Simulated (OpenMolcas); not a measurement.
Ionisation energies of silver

- Program: OpenMolcas
- Basis: ANO-RCC-VQZP [8s7p5d3f2g1h]
- Scalar Hamiltonian: DKH2, point nucleus
- Spin-orbit coupling: state interaction with AMFI integrals over the reference wave functions, term energies averaged over their components

Active shells in each charge state: the valence d shell, with orbitals averaged over the low states. Where CASPT2's correlated closed shells are named, they are those of the first ion.

A. CASSCF
B. SS-CASPT2, IPEA 0.25 Eh, imaginary shift 0.1 Eh (closed shells correlated: 4s 4p)
C. SS-CASPT2, IPEA 0.25 Eh, imaginary shift 0.1 Eh (closed shells correlated: none)
D. SS-CASPT2, IPEA 0.25 Eh, imaginary shift 0.1 Eh (closed shells correlated: 3d 4s 4p)
E. SS-CASPT2, IPEA 0 Eh, imaginary shift 0.1 Eh (closed shells correlated: 4s 4p)

Energies in eV between the lowest computed levels, named as in B; reference values from the NIST Atomic Spectra Database with their kind.

```json
{"From": "Ag2+ 4d⁹ ²D_5/2", "To": "Ag3+ 4d⁸ ³F₄", "A": "32.936", "B": "34.618", "C": "34.676", "D": "34.593", "E": "34.526", "Spin-orbit share in B": "-0.137", "Reference": "34.800 (semi-empirical)"}
{"From": "Ag3+ 4d⁸ ³F₄", "To": "Ag4+ 4d⁷ ⁴F_9/2", "A": "48.599", "B": "50.062", "C": "50.057", "D": "50.034", "E": "50.041", "Spin-orbit share in B": "-0.026", "Reference": "49.000 (theoretical)"}
{"From": "Ag4+ 4d⁷ ⁴F_9/2", "To": "Ag5+ 4d⁶ ⁵D₄", "A": "65.395", "B": "66.626", "C": "66.591", "D": "66.593", "E": "66.608", "Spin-orbit share in B": "+0.111", "Reference": "65.000 (theoretical)"}
{"From": "Ag5+ 4d⁶ ⁵D₄", "To": "Ag6+ 4d⁵ ⁶S_5/2", "A": "81.902", "B": "83.175", "C": "83.069", "D": "83.148", "E": "83.147", "Spin-orbit share in B": "+0.275", "Reference": "82.000 (theoretical)"}
{"From": "Ag6+ 4d⁵ ⁶S_5/2", "To": "Ag7+ 4d⁴ ⁵D₀", "A": "106.001", "B": "106.638", "C": "106.560", "D": "106.588", "E": "106.688", "Spin-orbit share in B": "-0.470", "Reference": "106.000 (theoretical)"}
{"From": "Ag7+ 4d⁴ ⁵D₀", "To": "Ag8+ 4d³ ⁴F_3/2", "A": "124.692", "B": "125.398", "C": "125.182", "D": "125.356", "E": "125.434", "Spin-orbit share in B": "-0.198", "Reference": "125.000 (theoretical)"}
```

The lowest level within the active space need not be the ion's true ground level.
